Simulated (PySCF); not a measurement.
Mayer bond orders and bond lengths

C2H14N2OSi3.
SMILES with atom numbers: `[CH3:1][SiH2:2][CH2:3][Si:4]([NH2:5])([NH2:6])[O:7][SiH3:8]` (hydrogens: H9, H10, H11 on C1; H12, H13 on Si2; H14, H15 on C3; H16, H17 on N5; H18, H19 on N6; H20, H21, H22 on Si8)

Geometry (GFN2-xTB, Å), atoms numbered from 1 in this order:
```
atom  x, y, z in Å
C1     0.9692    2.3202    1.3853
Si2    1.6290    1.2910   -0.0646
C3     1.3459   -0.5572    0.2583
Si4   -0.4646   -1.1021    0.2828
N5    -0.5148   -2.7773    0.7286
N6    -1.4045   -0.1236    1.3517
O7    -1.1576   -0.8848   -1.1829
Si8   -1.3793   -0.1527   -2.6011
H9    -0.0848    2.1139    1.5416
H10    1.0826    3.3847    1.2031
H11    1.4927    2.0882    2.3087
H12    3.0828    1.5207   -0.1940
H13    0.9916    1.7175   -1.3185
H14    1.8096   -0.8373    1.2020
H15    1.8628   -1.1260   -0.5132
H16    0.1440   -3.4038    0.2957
H17   -1.4165   -3.2259    0.7718
H18   -2.3949   -0.0785    1.1755
H19   -1.2388   -0.2218    2.3391
H20   -0.1214   -0.1828   -3.3506
H21   -1.8292    1.2211   -2.3749
H22   -2.4143   -0.9642   -3.2452
```

Bond orders from the PBE0/pcSseg-1 density (PySCF). Geometry: GFN2-xTB, one conformer, isolated molecule.

**Question.** How far do the computed orders between heavy atoms stray from the drawn ones?

**Answer.** The largest departure is 0.128, at Si4–O7 (drawn single, 0.872). Drawn single, order below 0.88: C3–Si4 (0.876) and Si4–O7 (0.872).

**Question.** Give the Mayer order of every bond, beside its length.

**Answer.** 
```
   bond  drawn as  length (Å)  Mayer order
 C1–Si2    single       1.897        0.968
 Si2–C3    single       1.897        0.916
 C3–Si4    single       1.891        0.876
 Si4–N5    single       1.734        1.068
 Si4–N6    single       1.727        1.012
 Si4–O7    single       1.636        0.872
 O7–Si8    single       1.611        0.952
  C1–H9    single       1.085        0.944
 C1–H10    single       1.086        0.962
 C1–H11    single       1.087        0.959
Si2–H12    single       1.478        0.950
Si2–H13    single       1.470        0.941
 C3–H14    single       1.088        0.933
 C3–H15    single       1.089        0.937
 N5–H16    single       1.007        0.947
 N5–H17    single       1.008        0.946
 N6–H18    single       1.007        0.949
 N6–H19    single       1.006        0.947
Si8–H20    single       1.465        0.926
Si8–H21    single       1.463        0.925
Si8–H22    single       1.464        0.928
```

Bonds between the same two heavy elements. C–Si: lowest C3–Si4 (0.876, 1.891 Å), highest C1–Si2 (0.968, 1.897 Å); in 2 of the 3 pairs the longer bond (by over 0.003 Å) has the higher order (by 0.02 or more). N–Si: lowest Si4–N6 (1.012, 1.727 Å), highest Si4–N5 (1.068, 1.734 Å); in 1 of the 1 pairs the longer bond (by over 0.003 Å) has the higher order (by 0.02 or more). O–Si: lowest Si4–O7 (0.872, 1.636 Å), highest O7–Si8 (0.952, 1.611 Å).

**Question.** Sum the orders of all bonds at each heavy atom with more than one neighbour and set the sums beside the valence in the SMILES.

**Answer.** C1 3.833 (drawn 4), Si2 3.775 (drawn 4), C3 3.662 (drawn 4), Si4 3.828 (drawn 4), N5 2.961 (drawn 3), N6 2.908 (drawn 3), O7 1.824 (drawn 2), Si8 3.731 (drawn 4). Orders between atoms that aren't bonded are not in these sums.

Mayer orders depend on the basis set.

The run behind these numbers computed NMR shieldings as well. Time: 1.9 min (with the writing of density and orbital grids); peak memory 1.1 GiB. Hardware: one thread, Arm Neoverse N1 (aarch64), shared host with 64 logical CPUs at a one-minute load of 60.
